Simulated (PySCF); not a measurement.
Correlation energy of Co⁺ (cobalt, charge +1)

[Ar] 3d8, high-spin 3F determinant. Computed with PySCF 2.14 in ANO-RCC-VTZP (6s5p3d2f1g, 59 functions), with scalar relativity by spin-free X2C-1e. Frozen: [Ar]; 8 electrons correlated.

| level | correlation energy (mhartree) |
| --- | --- |
| CCSD | -253.17 |
| (T) | -6.85 |
| CCSD(T) | -260.02 |

Diagnostics: T1 = 0.0073, D1 = 0.0110, largest double amplitude 0.040.

Cost of the coupled-cluster step: of the order of 3 core-seconds, for 8 correlated electrons.

Iterations:

```
CC2 = 0
CCSD nocc = (np.int64(5), np.int64(3)), nmo = (50, 50)
frozen orbitals [[0, 1, 2, 3, 4, 5, 6, 7, 8], [0, 1, 2, 3, 4, 5, 6, 7, 8]]
max_cycle = 100
direct = 0
conv_tol = 1e-08
conv_tol_normt = 1e-06
diis_space = 8
diis_start_cycle = 0
Init t2, MP2 energy = -0.275493836282071
Init E_corr(UCCSD) = -0.275493836286004
cycle = 1  E_corr(UCCSD) = -0.246905322225646  dE = 0.0285885141  norm(t1,t2) = 0.0547312
cycle = 2  E_corr(UCCSD) = -0.25407878345449  dE = -0.00717346123  norm(t1,t2) = 0.0184235
cycle = 3  E_corr(UCCSD) = -0.253064751397828  dE = 0.00101403206  norm(t1,t2) = 0.00909235
cycle = 4  E_corr(UCCSD) = -0.253043304513455  dE = 2.14468844e-05  norm(t1,t2) = 0.00213762
cycle = 5  E_corr(UCCSD) = -0.253175418854766  dE = -0.000132114341  norm(t1,t2) = 0.000952916
cycle = 6  E_corr(UCCSD) = -0.253183337803247  dE = -7.91894848e-06  norm(t1,t2) = 0.000322885
cycle = 7  E_corr(UCCSD) = -0.253170353027514  dE = 1.29847757e-05  norm(t1,t2) = 0.000119099
cycle = 8  E_corr(UCCSD) = -0.253171928159485  dE = -1.57513197e-06  norm(t1,t2) = 5.70865e-05
cycle = 9  E_corr(UCCSD) = -0.253174000575405  dE = -2.07241592e-06  norm(t1,t2) = 2.84196e-05
cycle = 10  E_corr(UCCSD) = -0.253172824126765  dE = 1.17644864e-06  norm(t1,t2) = 1.56603e-05
cycle = 11  E_corr(UCCSD) = -0.253173043606478  dE = -2.19479714e-07  norm(t1,t2) = 8.09423e-06
cycle = 12  E_corr(UCCSD) = -0.253173256340444  dE = -2.12733966e-07  norm(t1,t2) = 3.08643e-06
cycle = 13  E_corr(UCCSD) = -0.253173192051812  dE = 6.42886324e-08  norm(t1,t2) = 1.13054e-06
cycle = 14  E_corr(UCCSD) = -0.253173223663372  dE = -3.161156e-08  norm(t1,t2) = 3.37809e-07
cycle = 15  E_corr(UCCSD) = -0.253173231833488  dE = -8.17011603e-09  norm(t1,t2) = 1.45337e-07
UCCSD converged
E(UCCSD) = -1391.828992502098  E_corr = -0.2531732318334879
UCCSD(T) correction = -0.00684586213951415
```
